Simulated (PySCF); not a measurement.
CH6Si, charge +1, doublet, geometry from GFN2-xTB (a state made from the parent by changing its charge; the spin is typed, not shown lowest), with bond 6-2 at 1.3 times its length; R2SCAN/3-21G run with PySCF.

Input for PySCF:
```python
from pyscf import gto, scf, dft

mol = gto.M(
    atom='''
Si   -0.660717    0.061188    0.050892
C     1.284833   -0.120388   -0.094278
H    -0.925106   -1.153869   -0.765981
H    -0.612618    1.548184    0.042261
H    -1.855405   -0.066111    0.938367
H     1.645586   -1.461413    0.178531
H     1.758785    0.546735    0.623686
H     1.613042    0.142707   -1.100732
''',
    basis='3-21g',
    charge=1,
    spin=1,
    verbose=4,
)

mf = dft.UKS(mol)
mf.xc = 'r2scan'
mf.diis = False
mf.max_cycle = 100
mf.kernel()
mf.analyze()
```

### Question
Write the output that PySCF gives for this input, abridged.

### Answer

```
PySCF version 2.14.0

[INPUT] verbose = 4
[INPUT] num. atoms = 8
[INPUT] num. electrons = 25
[INPUT] charge = 1
[INPUT] spin (= nelec alpha-beta = 2S) = 1
[INPUT] symmetry False subgroup None
[INPUT] Mole.unit = angstrom
[INPUT] Symbol           X                Y                Z      unit          X                Y                Z       unit  Magmom
[...]
nuclear repulsion = 60.5948344737561
number of shells = 24
number of NR pGTOs = 60
number of NR cGTOs = 34
basis = 3-21g
ecp = {}

******** <class 'pyscf.dft.uks.UKS'> ********
method = UKS
initial guess = minao
damping factor = 0
level_shift factor = 0
DIIS disabled
SCF conv_tol = 1e-09
SCF conv_tol_grad = None
SCF max_cycles = 100
direct_scf = True
direct_scf_tol = 1e-13
number electrons alpha = 13  beta = 12
XC library pyscf.dft.libxc version 7.1.2
    S. Lehtola, C. Steigemann, M. J. T. Oliveira, and M. A. L. Marques,  SoftwareX 7, 1–5 (2018)
XC functionals = r2scan
    J. W. Furness, A. D. Kaplan, J. Ning, J. P. Perdew, and J. Sun,  J. Phys. Chem. Lett. 11, 8208–8215 (2020)
    J. W. Furness, A. D. Kaplan, J. Ning, J. P. Perdew, and J. Sun,  J. Phys. Chem. Lett. 11, 9248–9248 (2020)
    J. W. Furness, A. D. Kaplan, J. Ning, J. P. Perdew, and J. Sun,  J. Phys. Chem. Lett. 11, 8208–8215 (2020)
    J. W. Furness, A. D. Kaplan, J. Ning, J. P. Perdew, and J. Sun,  J. Phys. Chem. Lett. 11, 9248–9248 (2020)
radial grids:
    Treutler-Ahlrichs [JCP 102, 346 (1995); DOI:10.1063/1.469408] (M4) radial grids

becke partition: Becke, JCP 88, 2547 (1988); DOI:10.1063/1.454033
pruning grids: <function nwchem_prune>
grids dens level: 3
symmetrized grids: False
atomic radii adjust function: <function treutler_atomic_radii_adjust>
small_rho_cutoff = 0
Set gradient conv threshold to 3.16228e-05
tot grids = 92152
init E= -328.778816461289

cycle= 1 E= -328.897808716933  delta_E= -0.119  |g|= 0.161  |ddm|= 1.53
cycle= 2 E= -328.877664141762  delta_E= 0.0201  |g|= 0.227  |ddm|= 0.481
cycle= 3 E= -328.784053738475  delta_E= 0.0936  |g|= 0.439  |ddm|= 0.723
cycle= 4 E= -328.369126931564  delta_E= 0.415  |g|= 0.786  |ddm|= 1.34
cycle= 5 E= -326.620322566954  delta_E= 1.75  |g|= 1.61  |ddm|= 2.58
cycle= 6 E= -318.551327695245  delta_E= 8.07  |g|= 2.13  |ddm|=  8.7
cycle= 7 E= -314.109090919107  delta_E= 4.44  |g|= 3.17  |ddm|= 9.28

cycle= 8 E= -315.189597854746  delta_E= -1.08  |g|= 1.79  |ddm|= 9.04
cycle= 9 E= -313.786610682705  delta_E=  1.4  |g|= 3.21  |ddm|= 9.03
cycle= 10 E= -315.179248156199  delta_E= -1.39  |g|= 1.79  |ddm|=    9
cycle= 11 E= -313.769175615753  delta_E= 1.41  |g|= 3.21  |ddm|=    9
cycle= 12 E= -315.17880504762  delta_E= -1.41  |g|= 1.79  |ddm|=    9
cycle= 13 E= -313.767185588013  delta_E= 1.41  |g|= 3.21  |ddm|=    9
cycle= 14 E= -315.178614049867  delta_E= -1.41  |g|= 1.79  |ddm|=    9
cycle= 15 E= -313.766842518007  delta_E= 1.41  |g|= 3.21  |ddm|=    9
cycle= 16 E= -315.178567503166  delta_E= -1.41  |g|= 1.79  |ddm|=    9
cycle= 17 E= -313.766781874176  delta_E= 1.41  |g|= 3.21  |ddm|=    9
cycle= 18 E= -315.17855828457  delta_E= -1.41  |g|= 1.79  |ddm|=    9
cycle= 19 E= -313.766771329289  delta_E= 1.41  |g|= 3.21  |ddm|=    9
cycle= 20 E= -315.178556604479  delta_E= -1.41  |g|= 1.79  |ddm|=    9
cycle= 21 E= -313.766769516289  delta_E= 1.41  |g|= 3.21  |ddm|=    9
cycle= 22 E= -315.178556309192  delta_E= -1.41  |g|= 1.79  |ddm|=    9
cycle= 23 E= -313.766769206379  delta_E= 1.41  |g|= 3.21  |ddm|=    9
cycle= 24 E= -315.178556258168  delta_E= -1.41  |g|= 1.79  |ddm|=    9
cycle= 25 E= -313.766769153555  delta_E= 1.41  |g|= 3.21  |ddm|=    9
cycle= 26 E= -315.178556249423  delta_E= -1.41  |g|= 1.79  |ddm|=    9
cycle= 27 E= -313.766769144564  delta_E= 1.41  |g|= 3.21  |ddm|=    9
cycle= 28 E= -315.178556247931  delta_E= -1.41  |g|= 1.79  |ddm|=    9
cycle= 29 E= -313.766769143035  delta_E= 1.41  |g|= 3.21  |ddm|=    9
cycle= 30 E= -315.178556247676  delta_E= -1.41  |g|= 1.79  |ddm|=    9
cycle= 31 E= -313.766769142775  delta_E= 1.41  |g|= 3.21  |ddm|=    9
cycle= 32 E= -315.178556247633  delta_E= -1.41  |g|= 1.79  |ddm|=    9
cycle= 33 E= -313.766769142731  delta_E= 1.41  |g|= 3.21  |ddm|=    9
cycle= 34 E= -315.178556247625  delta_E= -1.41  |g|= 1.79  |ddm|=    9
cycle= 35 E= -313.766769142724  delta_E= 1.41  |g|= 3.21  |ddm|=    9
cycle= 36 E= -315.178556247624  delta_E= -1.41  |g|= 1.79  |ddm|=    9
cycle= 37 E= -313.766769142722  delta_E= 1.41  |g|= 3.21  |ddm|=    9
cycle= 38 E= -315.178556247623  delta_E= -1.41  |g|= 1.79  |ddm|=    9
cycle= 39 E= -313.766769142722  delta_E= 1.41  |g|= 3.21  |ddm|=    9
cycle= 40 E= -315.178556247624  delta_E= -1.41  |g|= 1.79  |ddm|=    9
cycle= 41 E= -313.766769142722  delta_E= 1.41  |g|= 3.21  |ddm|=    9
cycle= 42 E= -315.178556247624  delta_E= -1.41  |g|= 1.79  |ddm|=    9
cycle= 43 E= -313.766769142722  delta_E= 1.41  |g|= 3.21  |ddm|=    9
cycle= 44 E= -315.178556247624  delta_E= -1.41  |g|= 1.79  |ddm|=    9
cycle= 45 E= -313.766769142722  delta_E= 1.41  |g|= 3.21  |ddm|=    9
cycle= 46 E= -315.178556247624  delta_E= -1.41  |g|= 1.79  |ddm|=    9
cycle= 47 E= -313.766769142722  delta_E= 1.41  |g|= 3.21  |ddm|=    9
cycle= 48 E= -315.178556247624  delta_E= -1.41  |g|= 1.79  |ddm|=    9
cycle= 49 E= -313.766769142722  delta_E= 1.41  |g|= 3.21  |ddm|=    9
cycle= 50 E= -315.178556247624  delta_E= -1.41  |g|= 1.79  |ddm|=    9
cycle= 51 E= -313.766769142722  delta_E= 1.41  |g|= 3.21  |ddm|=    9
cycle= 52 E= -315.178556247624  delta_E= -1.41  |g|= 1.79  |ddm|=    9
cycle= 53 E= -313.766769142722  delta_E= 1.41  |g|= 3.21  |ddm|=    9
cycle= 54 E= -315.178556247624  delta_E= -1.41  |g|= 1.79  |ddm|=    9
cycle= 55 E= -313.766769142722  delta_E= 1.41  |g|= 3.21  |ddm|=    9
cycle= 56 E= -315.178556247623  delta_E= -1.41  |g|= 1.79  |ddm|=    9
cycle= 57 E= -313.766769142721  delta_E= 1.41  |g|= 3.21  |ddm|=    9
cycle= 58 E= -315.178556247624  delta_E= -1.41  |g|= 1.79  |ddm|=    9
cycle= 59 E= -313.766769142722  delta_E= 1.41  |g|= 3.21  |ddm|=    9
[...]
cycle= 61 E= -313.766769142722  delta_E= 1.41  |g|= 3.21  |ddm|=    9
cycle= 62 E= -315.178556247624  delta_E= -1.41  |g|= 1.79  |ddm|=    9
cycle= 63 E= -313.766769142722  delta_E= 1.41  |g|= 3.21  |ddm|=    9
cycle= 64 E= -315.178556247623  delta_E= -1.41  |g|= 1.79  |ddm|=    9
cycle= 65 E= -313.766769142722  delta_E= 1.41  |g|= 3.21  |ddm|=    9
cycle= 66 E= -315.178556247624  delta_E= -1.41  |g|= 1.79  |ddm|=    9
cycle= 67 E= -313.766769142722  delta_E= 1.41  |g|= 3.21  |ddm|=    9
cycle= 68 E= -315.178556247624  delta_E= -1.41  |g|= 1.79  |ddm|=    9
cycle= 69 E= -313.766769142722  delta_E= 1.41  |g|= 3.21  |ddm|=    9
cycle= 70 E= -315.178556247624  delta_E= -1.41  |g|= 1.79  |ddm|=    9
cycle= 71 E= -313.766769142722  delta_E= 1.41  |g|= 3.21  |ddm|=    9
cycle= 72 E= -315.178556247623  delta_E= -1.41  |g|= 1.79  |ddm|=    9
cycle= 73 E= -313.766769142722  delta_E= 1.41  |g|= 3.21  |ddm|=    9
cycle= 74 E= -315.178556247624  delta_E= -1.41  |g|= 1.79  |ddm|=    9
cycle= 75 E= -313.766769142722  delta_E= 1.41  |g|= 3.21  |ddm|=    9
cycle= 76 E= -315.178556247624  delta_E= -1.41  |g|= 1.79  |ddm|=    9
cycle= 77 E= -313.766769142722  delta_E= 1.41  |g|= 3.21  |ddm|=    9
cycle= 78 E= -315.178556247623  delta_E= -1.41  |g|= 1.79  |ddm|=    9
cycle= 79 E= -313.766769142722  delta_E= 1.41  |g|= 3.21  |ddm|=    9
cycle= 80 E= -315.178556247624  delta_E= -1.41  |g|= 1.79  |ddm|=    9
cycle= 81 E= -313.766769142722  delta_E= 1.41  |g|= 3.21  |ddm|=    9
cycle= 82 E= -315.178556247624  delta_E= -1.41  |g|= 1.79  |ddm|=    9
cycle= 83 E= -313.766769142722  delta_E= 1.41  |g|= 3.21  |ddm|=    9
cycle= 84 E= -315.178556247624  delta_E= -1.41  |g|= 1.79  |ddm|=    9
cycle= 85 E= -313.766769142722  delta_E= 1.41  |g|= 3.21  |ddm|=    9
cycle= 86 E= -315.178556247624  delta_E= -1.41  |g|= 1.79  |ddm|=    9
cycle= 87 E= -313.766769142722  delta_E= 1.41  |g|= 3.21  |ddm|=    9
cycle= 88 E= -315.178556247624  delta_E= -1.41  |g|= 1.79  |ddm|=    9
cycle= 89 E= -313.766769142722  delta_E= 1.41  |g|= 3.21  |ddm|=    9
cycle= 90 E= -315.178556247623  delta_E= -1.41  |g|= 1.79  |ddm|=    9
cycle= 91 E= -313.766769142722  delta_E= 1.41  |g|= 3.21  |ddm|=    9
cycle= 92 E= -315.178556247624  delta_E= -1.41  |g|= 1.79  |ddm|=    9
cycle= 93 E= -313.766769142722  delta_E= 1.41  |g|= 3.21  |ddm|=    9
cycle= 94 E= -315.178556247624  delta_E= -1.41  |g|= 1.79  |ddm|=    9
cycle= 95 E= -313.766769142722  delta_E= 1.41  |g|= 3.21  |ddm|=    9
cycle= 96 E= -315.178556247623  delta_E= -1.41  |g|= 1.79  |ddm|=    9
cycle= 97 E= -313.766769142722  delta_E= 1.41  |g|= 3.21  |ddm|=    9
cycle= 98 E= -315.178556247624  delta_E= -1.41  |g|= 1.79  |ddm|=    9
cycle= 99 E= -313.766769142722  delta_E= 1.41  |g|= 3.21  |ddm|=    9
cycle= 100 E= -315.178556247624  delta_E= -1.41  |g|= 1.79  |ddm|=    9
SCF not converged.
SCF energy = -315.178556247624 after 100 cycles  <S^2> = 0.75009157  2S+1 = 2.0000916
**** SCF Summaries ****
Total Energy =                        -315.178556247623646
Nuclear Repulsion Energy =              60.594834473756052
One-electron Energy =                 -568.850533696233015
Two-electron Energy =                  193.077142974853302
Two-electron Coulomb Energy =          221.779733982246341
DFT Exchange-Correlation Energy =      -28.702591007393053
**** MO energy ****
                             alpha | beta                alpha | beta
[...]
To work with the spin densities directly, `use mulliken_meta_spin()` only printing them here.

 ** Mulliken spin pop alpha/beta on meta-lowdin orthogonal AOs **
 ** Mulliken Spin Density (per AO)  **
spin_pop of  0 Si 1s        0.00000
spin_pop of  0 Si 2s        0.00000
spin_pop of  0 Si 3s        0.00234
spin_pop of  0 Si 4s       -0.00148
spin_pop of  0 Si 2px       0.00000
spin_pop of  0 Si 2py       0.00001
spin_pop of  0 Si 2pz       0.00000
spin_pop of  0 Si 3px       0.00387
spin_pop of  0 Si 3py       0.25263
spin_pop of  0 Si 3pz       0.02711
spin_pop of  0 Si 4px       0.00035
spin_pop of  0 Si 4py       0.04016
spin_pop of  0 Si 4pz       0.00490
spin_pop of  1 C 1s       -0.00002
spin_pop of  1 C 2s       -0.00002
spin_pop of  1 C 3s        0.00002
spin_pop of  1 C 2px       0.00014
spin_pop of  1 C 2py       0.00003
spin_pop of  1 C 2pz       0.00001
spin_pop of  1 C 3px       0.00018
spin_pop of  1 C 3py       0.00249
spin_pop of  1 C 3pz       0.00019
spin_pop of  2 H 1s        0.32535
spin_pop of  2 H 2s        0.02390
spin_pop of  3 H 1s        0.29664
spin_pop of  3 H 2s        0.01993
spin_pop of  4 H 1s        0.00046
spin_pop of  4 H 2s        0.00009
spin_pop of  5 H 1s        0.00003
spin_pop of  5 H 2s        0.00037
spin_pop of  6 H 1s       -0.00000
spin_pop of  6 H 2s        0.00032
spin_pop of  7 H 1s       -0.00002
spin_pop of  7 H 2s        0.00002
 ** Mulliken Spin Density (per atom)  **
spin density of  0 Si =      0.32989
spin density of  1 C =      0.00302
spin density of  2 H =      0.34925
spin density of  3 H =      0.31657
spin density of  4 H =      0.00055
spin density of  5 H =      0.00040
spin density of  6 H =      0.00032
spin density of  7 H =      0.00000
 ** Mulliken pop alpha/beta on meta-lowdin orthogonal AOs **
 ** Mulliken pop       alpha | beta **
[...]
In total            13.00000 | 12.00000
 ** Mulliken atomic charges   ( Nelec_alpha | Nelec_beta ) **
charge of  0Si =     -3.43234  (     8.88112      8.55122 )
charge of  1C =      3.89906  (     1.05198      1.04896 )
charge of  2H =     -0.68534  (     1.01729      0.66805 )
charge of  3H =     -0.73228  (     1.02443      0.70785 )
charge of  4H =     -1.02850  (     1.01452      1.01397 )
charge of  5H =      0.99517  (     0.00262      0.00222 )
charge of  6H =      0.99159  (     0.00436      0.00405 )
charge of  7H =      0.99264  (     0.00368      0.00368 )

WARN: System has nonzero charge 1; the dipole moment is origin-dependent.
Location of origin: [0. 0. 0.]

Dipole moment(X, Y, Z, Debye): 84.35127, -10.34206, -4.18736
```

The run did not converge; its last values are not results.
